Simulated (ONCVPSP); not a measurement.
## tantalum (Ta), ONCV: configuration errors across variants

| Quantity | Value |
| --- | --- |
| Element | Ta |
| Generator | ONCVPSP 4.0.1 |
| Type | optimised norm-conserving Vanderbilt (ONCV) |
| Functional | LDA (Perdew-Zunger) |
| Relativity | scalar-relativistic |
| Frozen core | [Kr] 4d10 4f14 |
| Valence charge | 13 |
| Reference configuration | 5s2 5p6 5d3 6s1 (charge +1) |
| Partial waves | 5s+6s: rc 1.85 bohr, ncon 3, nbas 6, qcut 5.2 1/bohr, 2 projectors; 5p: rc 1.85 bohr, ncon 4, nbas 7, qcut 6.1 1/bohr, 2 projectors, debl 2.6 Ha; 5d: rc 2.15 bohr, ncon 3, nbas 8, qcut 8.4 1/bohr, 1 projector |
| Local potential | polynomial inside 1.50 bohr (lpopt 5, dvloc0 6 Ha) |
| Core correction | Teter function, fcfact 2.25, rcfact 1.4 |

All-electron excitation energies from the reference (eV): (1) 5s2 5p6 5d3 6s2 -8.702; (2) 5s2 5p6 5d3 6s0 15.309; (3) 5s2 5p6 5d2 6s0 39.236; (4) 5s2 5p6 5d1 6s0 74.600.

Errors AE − PS in meV (a dash: test not solved or not reliable):

```tsv
change	(1)	(2)	(3)	(4)	bound ghosts	GHOST(+) flags above zero
base	+2.3	-5.1	-14	-64	none	none
s: qcut 3.3; p: qcut 3.9; d: qcut 5.3	+1.9	-5.9	-14	-39	none	none
s: qcut 4.2; p: qcut 4.9; d: qcut 6.7	+2.0	-5.7	-14	-61	none	none
s: qcut 4.9; p: qcut 5.7; d: qcut 7.9	+2.2	-5.3	-14	-65	none	none
s: qcut 6; p: qcut 7.1; d: qcut 9.7	+2.6	-4.7	-14	-60	none	none
s: qcut 7.5; p: qcut 8.9; d: qcut 12.2	+3.2	-3.7	-13	-54	none	none
```

(1) Give the same row for: s: qcut 6.7; p: qcut 7.8; d: qcut 10.8.

Answers

(1) +2.9, -4.3, -14, -54; bound ghosts: none; GHOST(+) flags above zero: none.
